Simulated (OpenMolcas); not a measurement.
**Os: effect of the basis set**

```json
{"Program": "OpenMolcas 26.06", "Method": "CASSCF", "Active space": "6 electrons in 5 orbitals (5d)", "State averaging": "2S+1 = 5 even, 5 roots; 2S+1 = 3 even, 45 roots; 2S+1 = 1 even, 50 roots (44 in the spin-orbit step)", "Spin-orbit coupling": "state interaction with AMFI integrals over the reference wave functions, term energies averaged over their components"}
```

A. ANO-R1 [7s5p4d2f], X2C, finite nucleus; cost roughly 30 core-seconds
B. ANO-R2 [8s6p5d3f1g], X2C, finite nucleus; cost roughly 30 core-seconds
C. ANO-RCC-VTZP [8s7p5d3f2g1h], DKH2, point nucleus; cost of the order of 40 core-seconds
D. ANO-R3 [10s7p6d4f3g2h], X2C, finite nucleus; cost of the order of 2.8 core-minutes
E. ANO-RCC-VQZP [9s8p6d4f3g2h], DKH2, point nucleus; cost about 28 core-seconds

Energies in cm-1 above 5d6 6s2 5D4, the measured ground level; measured values from NIST Handbook of Basic Atomic Spectroscopic Data.

```
                Level      A      B      C      D      E  Measured
          5d6 6s2 5D4    0.0    0.0    0.0    0.0    0.0       0.0
          5d6 6s2 5D3   4202   4212   4178   4200   4224      4159
          5d6 6s2 5D2   4966   4953   4927   4948   4961      2740
          5d6 6s2 5D1   6775   6776   6730   6762   6792      5766
          5d6 6s2 5D0   7248   7243   7196   7230   7259      6093
          5d6 6s2 3H6  17382  17350  17312  17344  17363          
   5d6 6s2 3H5 [59 %]  17591  17557  17521  17550  17568          
5d6 6s2 3P2(1) [68 %]  17954  17906  17857  17897  17922          
5d6 6s2 3F3(1) [60 %]  20729  20691  20644  20680  20707          
       5d6 6s2 3F2(1)  21701  21656  21608  21646  21672          
   5d6 6s2 1S0 [52 %]  25172  25091  25027  25079  25112          
   5d6 6s2 3G5 [59 %]  25416  25420  25343  25393  25450          
   5d6 6s2 3G4 [69 %]  26391  26360  26291  26339  26386          
   5d6 6s2 3D1 [50 %]  26595  26561  26486  26539  26586          
   5d6 6s2 3G3 [59 %]  28222  28221  28135  28191  28254          
   5d6 6s2 3D2 [75 %]  28404  28350  28285  28332  28370          
          5d6 6s2 3D3  29395  29345  29274  29325  29367          
          5d6 6s2 1I6  29403  29392  29316  29366  29424          
5d6 6s2 3P1(1) [51 %]  30920  30920  30823  30885  30958          
5d6 6s2 1G4(1) [65 %]  34235  34244  34142  34204  34287          
   5d6 6s2 1F3 [69 %]  36933  36789  36725  36776  36801          
   5d6 6s2 1D2 [67 %]  37433  37380  37287  37348  37413          
       5d6 6s2 3P1(2)  43225  43086  43004  43066  43105          
       5d6 6s2 3F4(2)  45427  45297  45204  45271  45323
```

Deviations, from unrounded energies. A percentage is the sum of absolute deviations over the sum of measured energies, with the sign that they share, or ± where signs differ.

```json
{"Against measurement": "mean absolute deviation (cm-1)", "Levels": "4", "A": "1100", "B": "1100", "C": "1100", "D": "1100", "E": "1100"}
{"Against measurement": "fine structure of the ground term (%)", "Levels": "4", "A": "+23.6", "B": "+23.6", "C": "+22.8", "D": "+23.4", "E": "+23.9"}
```

A, B, C, D, E lie about equally close to measurement. The largest miss of C in the table is 5d6 6s2 5D2, by +2200 cm-1. The ranking rests on the paired levels alone, and a cruder setting can come out closer through cancelling errors.

Among A to E the level of the table that moves most is 5d6 6s2 3F4(2), by 220 cm-1 (lowest in C, highest in A).

Some high roots are left out of the spin-orbit mixing, which shifts the levels that they would mix with. Without dynamic correlation excited terms often stand tens of per cent too high (terms of higher spin than the ground term too low), and those without a measured partner can miss by more than the paired ones. With the s shell closed, the reference lacks s² → p², s² → d² and s → d mixing, so excited terms can stand far too high and out of order, with CASPT2 too. Some levels mix across a computed gap that differs much from the measured one, so their mixing is not that of the real levels (holds for B; C; D; E). Computed and measured levels are paired by configuration, term and J; levels that our copy of the source lacks, or whose pairing is in doubt (as where it misses far off the trend of its configuration), stay unpaired and out of the deviations. Only configurations of the active space appear. The table leaves out levels that lie high or whose names do not pair safely across all columns.

A share in square brackets marks a mixed level and gives the weight of the term that names it, the lowest over the columns. A number in round brackets counts repeated terms of one configuration in the order of the reference energies.
